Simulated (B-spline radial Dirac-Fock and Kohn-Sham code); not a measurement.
## Anomalous scattering factors of Nb, 8.0478 keV to 79.09 keV

These are calculated numbers from a radial finite-basis atomic code; the model is the dispersion relation over Dirac-Hartree-Slater subshell photoionisation cross sections, with the Kissel-Pratt high-energy constant (isolated atom, no bound-bound lines or fine structure). The forward scattering factor is f₀ + f′ + i f″.

The run's input, task.json:

```json
{"items": [{
  "Z": 41,
  "q": 0,
  "cfg": [[1, 0, 2], [2, 0, 2], [2, 1, 6], [3, 0, 2], [3, 1, 6], [3, 2, 10], [4, 0, 2], [4, 1, 6], [4, 2, 4], [5, 0, 1]],
  "A": 93,
  "rrms": 4.324,
  "do": "dispersion",
  "hv": [929.0, 1000.0, 1033.0, 1253.6, 1313.0, 1431.0, 1486.9, 1574.0, 2000.0, 2255.0, 2654.0, 2761.0, 2984.4, 3349.0, 4000.0, 4510.9, 5414.7, 5637.0, 6000.0, 6403.9, 6930.3, 7585.0, 8047.8, 8097.0, 9251.7, 10030.0, 12000.0, 12910.0, 15000.0, 15440.0, 17479.3, 18470.0, 20670.0, 22162.9, 22760.0, 24209.8, 30000.0, 33030.0, 40000.0, 55610.0, 58620.0, 64520.0, 71130.0, 79090.0],
  "edges": {"K": 18986.0, "L1": 2698.0, "L2": 2465.0, "L3": 2371.0, "M1": 466.6, "M2": 376.1, "M3": 360.6, "M4": 205.0, "M5": 202.3}
}]}
```

Launch: `python xray2_run.py task.json out`

Edges near this range: K 18986.0 eV.

```
hν (eV)   λ (Å)  f′ (e)  f″ (e)  tabulated f′  tabulated f″
 8047.8   1.541  -0.104   2.526         -0.12          2.46
   8097   1.531  -0.112   2.500         -0.13          2.43
 9251.7   1.340  -0.292   1.983         -0.30          1.94
  10030   1.236  -0.414   1.721         -0.42          1.68
  12000   1.033  -0.719   1.252         -0.73          1.21
  12910  0.9604  -0.864   1.098         -0.87          1.05
  15000  0.8266       ?       ?             ?             ?
  15440  0.8030  -1.347   0.794         -1.35          0.76
17479.3  0.7093  -2.061   0.633         -2.08          0.60
  18470  0.6713  -3.000   0.573         -3.15          0.55
  20670  0.5998  -1.471   3.214         -1.45          3.18
22162.9  0.5594  -0.812   2.872         -0.81          2.84
  22760  0.5447  -0.646   2.749         -0.65          2.72
24209.8  0.5121  -0.359   2.483         -0.36          2.47
  30000  0.4133   0.105   1.729          0.10          1.71
  33030  0.3754   0.183   1.463          0.18          1.45
  40000  0.3100   0.231   1.043          0.22          1.03
  55610  0.2230   0.169   0.571          0.16          0.56
  58620  0.2115   0.153   0.517          0.15          0.51
  64520  0.1922   0.123   0.432          0.12          0.42
  71130  0.1743   0.093   0.359          0.09          0.35
  79090  0.1568   0.060   0.293          0.05          0.29
```

Q: What are f′ and f″ at 15000 eV?

A: f′ = -1.248 and f″ = 0.837 electrons (tables: -1.26 and 0.80). By the optical theorem f″ corresponds to a photoabsorption cross section 2 rₑ λ f″ = 3900 b.

Tabulated f′: xraylib 4.2 anomalous scattering factors (Cullen et al., EPDL97); f″: Chantler's tables (J. Phys. Chem. Ref. Data 1995 and 2000). Both are theoretical tables.
